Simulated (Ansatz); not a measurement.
A nudged elastic band was laid between two geometries of C$_{2}$H$_{4}$BCl (8 atoms, charge 0, multiplicity 1).

All numbers below come from RKS PBE0-D4/def2-mTZVP in Ansatz.

```
movable images  : 7
climbing image  : yes
spring          : 5.0 eV/Å²
optimiser       : quadratic models (default)
start path      : through a guess of the saddle point
force threshold : 0.05 eV/Å
iteration limit : 60
end points      : relaxed
```

Initial state:

```xyz
8
Properties=species:S:1:pos:R:3
B -0.571 1.091 -1.118
C 0.142 0.029 -0.596
C 0.284 -0.368 0.824
Cl -0.527 -1.969 1.180
H -1.158 1.992 -1.588
H 0.671 -0.600 -1.315
H -0.165 0.345 1.510
H 1.325 -0.520 1.103
```

Final state:

```xyz
8
Properties=species:S:1:pos:R:3
B -1.553 0.434 -1.095
C -0.057 0.312 -0.701
C 0.209 -0.162 0.716
Cl -0.379 -1.852 0.948
H 0.368 1.322 -0.838
H 0.448 -0.338 -1.431
H -0.308 0.452 1.452
H 1.271 -0.168 0.950
```

(1) Which bonds break or form, and what moves?

(2) Give the energies along the band, and the barrier.

(3) What is the geometry of the highest image?

(4) What are the harmonic wavenumbers there?

## Answers

(1) Bonds broken: B1–H5. Bonds formed: C2–H5.

(2) The forces met the threshold. The highest image is number 6 of 0 to 8, 226.4 kJ/mol above the first end and 88.9 kJ/mol above the last; the last end lies 137.5 kJ/mol above the first. A vibrational analysis at the climbing image gives one clearly imaginary mode, 1252i cm⁻¹: a first-order saddle point. The orbitals stay closed-shell, which can raise the energy where a bond breaks towards radicals; this wasn't checked here.

```csv
image,path coordinate (Å),energy (kJ/mol),B1–H5 (Å),C2–H5 (Å)
0,0.00,0.0,1.17,2.55
1,0.36,1.5,1.17,2.55
2,0.73,7.8,1.17,2.54
3,1.09,38.8,1.16,2.42
4,1.45,101.7,1.16,2.19
5,1.82,179.3,1.20,1.89
6,2.18,226.4,1.31,1.55
7,2.68,159.8,1.72,1.16
8,3.18,137.5,2.13,1.10
```

(3) 
```xyz
8
Properties=species:S:1:pos:R:3
B -1.077 0.936 -1.243
C -0.091 0.046 -0.671
C 0.142 -0.260 0.769
Cl -0.310 -1.979 1.087
H 0.060 1.544 -1.025
H 0.553 -0.482 -1.381
H -0.469 0.356 1.425
H 1.191 -0.160 1.040
```

(4) 1252i, 115, 218, 292, 618, 764, 910, 959, 1070, 1104, 1216, 1313, 1453, 1510, 2135, 3112, 3112, 3173 cm⁻¹.

The run took 2.2 min on 2 threads of Intel(R) Xeon(R) 6975P-C (Granite Rapids) (shared host), peak memory 0.19 GiB.
